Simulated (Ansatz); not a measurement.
Reaction (atomization): `O=C[SiH]([SiH3])Cl` → C• + Cl• + 5 H• + O• + 2 Si•

Gas-phase electronic energies from Ansatz, PBE0-D4/def2-TZVP geometries. CCSD(T)/CBS adds triple-zeta CCSD(T) − MP2 to the extrapolated MP2 energy (def2 sets, frozen cores). This one scheme is used for every species, atoms too. Functionals use def2-TZVPP. B3LYP here is the variant with VWN-RPA as its local correlation; programs differ in this. No spin–orbit coupling; open shells (•) take unrestricted orbitals. Spin–orbit coupling would lower the free atoms: a little for C, Cl, O, Si. One conformer a species, not always the lowest.

(1) What is ΔE at CCSD(T)/CBS? (An estimate is asked.)

(2) What do these levels give: PBE-D4, PBE0-D4, B3LYP-D4, ωB97X-V, ωB97M-V, B2PLYP, PBE0, B3LYP, HF/def2-TZVPP, CCSD/def2-TZVPP, CCSD(T)/def2-TZVPP, CCSD/CBS(def2)? (An estimate is asked.)

Largest T1 diagnostic among the species: 0.014.

## Answers

(1) Computed: +807.3 kcal/mol.

(2) Computed: PBE-D4 818.5, PBE0-D4 803.5, B3LYP-D4 804.3, ωB97X-V 812.9, ωB97M-V 808.6, B2PLYP 794.5, PBE0 798.2, B3LYP 794.4, HF/def2-TZVPP 583.1, CCSD/def2-TZVPP 769.6, CCSD(T)/def2-TZVPP 783.0, CCSD/CBS(def2) 793.9 kcal/mol.

The D4 term adds +9.9 kcal/mol with B3LYP and +5.2 kcal/mol with PBE0; it sums over pairs of atoms, weighted by their polarisabilities, and B3LYP, whose exchange is more repulsive, gets the larger term. From PBE to PBE0 (25 % exact exchange), in def2-TZVPP and without D4, ΔE moves by −14.2 kcal/mol: exact exchange takes away binding that semilocal exchange gives to molecules.

For atomizations the MP2-based limit and the directly extrapolated one differ by several kJ/mol either way, and by 10 to 25 for some Ge, Se and Sn compounds, so smaller differences from it don't rank the levels.
